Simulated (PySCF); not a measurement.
C2H8AlBO3, singlet, geometry from GFN2-xTB (such geometries of metal compounds can be far from the true shape); CASSCF(6,8)/STO-3G run with PySCF.

The PySCF input:
```python
from pyscf import gto, scf, mcscf
import numpy

mol = gto.M(
    atom='''
B    -1.61487772   -0.11555649    0.34967872
C    -2.08013195   -0.58267841    1.80140884
C    -2.70174262    0.30366306   -0.73931671
O    -0.32243573   -0.08668907    0.04385711
Al    1.29578114    0.07056685   -0.28978670
O     2.17132139   -1.15059269   -0.98696764
O     1.97569338    1.51974373    0.11671971
H    -1.27186317   -1.04680715    2.36179832
H    -2.42025524    0.27761913    2.37479516
H    -2.91366756   -1.27953498    1.76190707
H    -3.28995847   -0.55943628   -1.04529518
H    -3.40440052    1.03154442   -0.34103794
H    -2.24621368    0.72641513   -1.63171652
H     2.05575345   -2.03278419   -1.31024218
H     2.81445392    1.95779365    0.08719871
''',
    basis='sto-3g',
    verbose=4,
)

mf = scf.RHF(mol)
mf.kernel()
mc = mcscf.CASSCF(mf, 8, 6)
mc.fix_spin_(ss=0.0)
mc.kernel()
occ = numpy.linalg.eigvalsh(mc.fcisolver.make_rdm1(mc.ci, mc.ncas, mc.nelecas))[::-1]
ss = mc.fcisolver.spin_square(mc.ci, mc.ncas, mc.nelecas)[0]
print('natural occupations', occ.round(4), ' <S^2>', round(ss, 4))
```

What the program printed (banner, timings and long lists left out):

```
PySCF version 2.14.0

[INPUT] verbose = 4
[INPUT] num. atoms = 15
[INPUT] num. electrons = 62
[INPUT] charge = 0
[INPUT] spin (= nelec alpha-beta = 2S) = 0
[INPUT] symmetry False subgroup None
[INPUT] Mole.unit = angstrom
[INPUT] Symbol           X                Y                Z      unit          X                Y                Z       unit  Magmom
[...]
nuclear repulsion = 345.665879802678
number of shells = 31
number of NR pGTOs = 141
number of NR cGTOs = 47
basis = sto-3g
ecp = {}

******** <class 'pyscf.scf.hf.RHF'> ********
method = RHF
initial guess = minao
damping factor = 0
level_shift factor = 0
DIIS = <class 'pyscf.scf.diis.CDIIS'>
diis_start_cycle = 1
diis_space = 8
diis_damp = 0
SCF conv_tol = 1e-09
SCF conv_tol_grad = None
SCF max_cycles = 50
direct_scf = True
direct_scf_tol = 1e-13
Set gradient conv threshold to 3.16228e-05
Initial guess from minao.
init E= -565.239478491982
[...]
cycle= 1 E= -564.377989395136  delta_E= 0.861  |g|= 0.738  |ddm|= 4.63
[...]
cycle= 2 E= -564.563844124835  delta_E= -0.186  |g|= 0.203  |ddm|= 1.22
[...]
cycle= 3 E= -564.57585866171  delta_E= -0.012  |g|= 0.0435  |ddm|= 0.285
[...]
cycle= 4 E= -564.57659130186  delta_E= -0.000733  |g|= 0.0114  |ddm|= 0.0741
[...]
cycle= 5 E= -564.576638480007  delta_E= -4.72e-05  |g|= 0.00125  |ddm|= 0.0194
[...]
cycle= 6 E= -564.576639565467  delta_E= -1.09e-06  |g|= 0.000426  |ddm|= 0.00274
[...]
cycle= 7 E= -564.576639713087  delta_E= -1.48e-07  |g|= 9e-05  |ddm|= 0.00118
[...]
cycle= 8 E= -564.576639719308  delta_E= -6.22e-09  |g|= 1.23e-05  |ddm|= 0.000261
[...]
cycle= 9 E= -564.576639719398  delta_E= -9.03e-11  |g|= 2.46e-06  |ddm|= 2.92e-05
[...]
Extra cycle  E= -564.5766397194  delta_E= -1.82e-12  |g|= 8.44e-07  |ddm|= 4.56e-06
converged SCF energy = -564.5766397194

******** <class 'pyscf.mcscf.mc1step.CASSCF'> ********
CAS (3e+3e, 8o), ncore = 28, nvir = 11
max_cycle_macro = 50
max_cycle_micro = 4
conv_tol = 1e-07
conv_tol_grad = None
orbital rotation max_stepsize = 0.02
orbital rotation threshold for CI restart = 0.01
augmented hessian ah_max_cycle = 30
augmented hessian ah_conv_tol = 1e-12
augmented hessian ah_linear dependence = 1e-14
augmented hessian ah_level shift = 1e-08
augmented hessian ah_start_tol = 2.5
augmented hessian ah_start_cycle = 3
augmented hessian ah_grad_trust_region = 3
kf_trust_region = 3
kf_interval = 4
ci_response_space = 4
ci_grad_trust_region = 3
with_dep4 0
natorb = False
canonicalization = True
sorting_mo_energy = False
[...]
CASCI E = -564.582261758438  S^2 = 0.0000000
[...]
               |grad[o]|=0.00587  |grad[c]|=0.0164  |ddm|=0.00387  |maxRot[o]|=0.0716
macro iter  41 ( 21 JK    4 micro), CASSCF E = -564.628145437069  dE = -5.80996318e-04  S^2 = 0.0000000
               |grad[o]|=0.00491  |grad[c]|=0.0177  |ddm|=0.00311  |maxRot[o]|=0.0704
macro iter  42 ( 20 JK    4 micro), CASSCF E = -564.628270493506  dE = -1.25056437e-04  S^2 = 0.0000000
               |grad[o]|=0.00416  |grad[c]|=0.00905  |ddm|=0.00386  |maxRot[o]|=0.0908
macro iter  43 (  6 JK    2 micro), CASSCF E = -564.628746268317  dE = -4.75774811e-04  S^2 = 0.0000000
               |grad[o]|=0.00347  |grad[c]|=0.0038  |ddm|=0.0049  |maxRot[o]|=0.0499
macro iter  44 ( 18 JK    4 micro), CASSCF E = -564.628651758137  dE =  9.45101802e-05  S^2 = 0.0000000
               |grad[o]|=0.002  |grad[c]|=0.00402  |ddm|=0.00126  |maxRot[o]|=0.0402
macro iter  45 ( 21 JK    4 micro), CASSCF E = -564.628744727682  dE = -9.29695451e-05  S^2 = 0.0000000
               |grad[o]|=0.00201  |grad[c]|=0.00436  |ddm|=0.00184  |maxRot[o]|=0.054
macro iter  46 ( 20 JK    4 micro), CASSCF E = -564.628773101988  dE = -2.83743062e-05  S^2 = 0.0000000
               |grad[o]|=0.00166  |grad[c]|=0.00984  |ddm|=0.00391  |maxRot[o]|=0.0818
macro iter  47 ( 20 JK    4 micro), CASSCF E = -564.628783809404  dE = -1.07074162e-05  S^2 = 0.0000000
               |grad[o]|=0.00161  |grad[c]|=0.00856  |ddm|=0.00132  |maxRot[o]|=0.0452
macro iter  48 ( 16 JK    4 micro), CASSCF E = -564.628915606406  dE = -1.31797001e-04  S^2 = 0.0000000
               |grad[o]|=0.00155  |grad[c]|=0.00322  |ddm|=0.00145  |maxRot[o]|=0.0515
macro iter  49 ( 14 JK    4 micro), CASSCF E = -564.628918826422  dE = -3.22001608e-06  S^2 = 0.0000000
               |grad[o]|=0.000557  |grad[c]|=0.000919  |ddm|=0.000352  |maxRot[o]|=0.0214
macro iter  50 ( 11 JK    4 micro), CASSCF E = -564.628922268985  dE = -3.44256318e-06  S^2 = 0.0000000
               |grad[o]|=0.000269  |grad[c]|=0.000717  |ddm|=0.00016  |maxRot[o]|=0.00631
1-step CASSCF not converged,  50 macro (920 JK 188 micro) steps
CASSCF canonicalization
Density matrix diagonal elements [1.97995602 1.98094409 1.9807597  0.00702681 0.01171826 0.01350396
 0.0209942  0.00509697]
CASSCF energy = -564.628922268985
CASCI E = -564.628922268985  E(CI) = -9.62737579571876  S^2 = 0.0000000
natural occupations [1.9862e+00 1.9798e+00 1.9772e+00 2.1800e-02 1.9900e-02 1.4200e-02
 7.0000e-04 2.0000e-04]  <S^2> 0.0
```

The run did not converge; its last values are not results.
